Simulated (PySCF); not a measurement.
Computed IR spectrum (relative IR intensity) of a molecule C4H10Si2. The structure is a stationary point at PBE0-D3(BJ)/def2-SVP. One conformer was computed; it need not be the lowest. These are PBE0-D3(BJ)/def2-SVP run with PySCF values and carry that method's errors. Frequencies are harmonic and unscaled.

Lines under 2 % of the strongest are left out, and lines within 2 cm⁻¹ are merged.

```csv
ν (cm⁻¹),relative intensity
446,6.8
511,2.8
559,16
628,4.0
647,38
671,12
724,30
729,89
752,65
789,2.2
861,64
931,59
957,2.5
990,21
1006,8.4
1017,6.9
1041,6.7
1416,17
1429,2.9
1680,6.5
2201,41
2204,84
2220,100
3061,8.3
3067,9.4
3125,7.0
3135,4.8
3137,8.3
3158,2.5
3235,4.3
```

### Question
Which molecule gave these data?
(A) C=C[Si@H]1CC[SiH2]1
(B) C#C[Si@@H](C)C[SiH3]
(C) C=C1CC[SiH2][SiH2]1
(D) C#C[C@@H]([SiH3])[SiH2]C

### Answer
A, C=C[Si@H]1CC[SiH2]1
